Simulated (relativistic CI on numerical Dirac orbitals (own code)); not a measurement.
**One change at a time: Nd LX**

Base calculation: Dirac-Coulomb-Breit CI, orbitals from a KLI potential per configuration, model QED (radiative potential, 1s self-energy scaled to tabulated hydrogen-like ionisation energies).

Configurations in the expansion: 1s, 2s, 2p, 3s, 3p, 3d, 4s, 4p, 4d, 4f, 5s, 5p, 5d, 5f, 5g, 6s, 6p, 6d. Levels of other configurations are missing.

Variants: (1) QED terms removed; (2) non-relativistic limit. Shifts of the energy above 1s 2S_1/2, in eV, for the lowest level and the first level of each name with at least 55 % of one term (blank where a level changes its place among those of its configuration and J or its character, or is not in the variant):

```tsv
Level	Base	Δ(1)	Δ(2)
1s 2S_1/2	0.0	0.0	0.0
2p 2P°_1/2	38453.5	+61.3	-1720.3
2s 2S_1/2	38464.1	+51.6	-1730.6
2p 2P°_3/2	39121.9	+60.3	-2388.7
3p 2P°_1/2	45786.0	+61.7	-2249.9
3s 2S_1/2	45789.1	+58.8	-2253.0
3d 2D_3/2	45984.3	+61.9	-2448.2
3p 2P°_3/2	45984.7	+61.5	-2448.7
3d 2D_5/2	46044.4	+61.8	-2508.3
4p 2P°_1/2	48324.2	+61.8	-2407.2
4s 2S_1/2	48325.5	+60.6	-2408.5
4d 2D_3/2	48407.5	+61.9	-2490.5
4p 2P°_3/2	48407.7	+61.7	-2490.7
4f 2F°_5/2	48432.9	+61.9	-2515.9
4d 2D_5/2	48433.0	+61.8	-2515.9
4f 2F°_7/2	48445.3	+61.9	-2528.3
5p 2P°_1/2	49487.2	+61.9	-2468.1
5s 2S_1/2	49487.9	+61.2	-2468.8
5d 2D_3/2	49529.7	+61.9	-2510.6
5p 2P°_3/2	49529.8	+61.8	-2510.7
5f 2F°_5/2	49542.7	+61.9	-2523.6
5d 2D_5/2	49542.7	+61.9	-2523.6
```
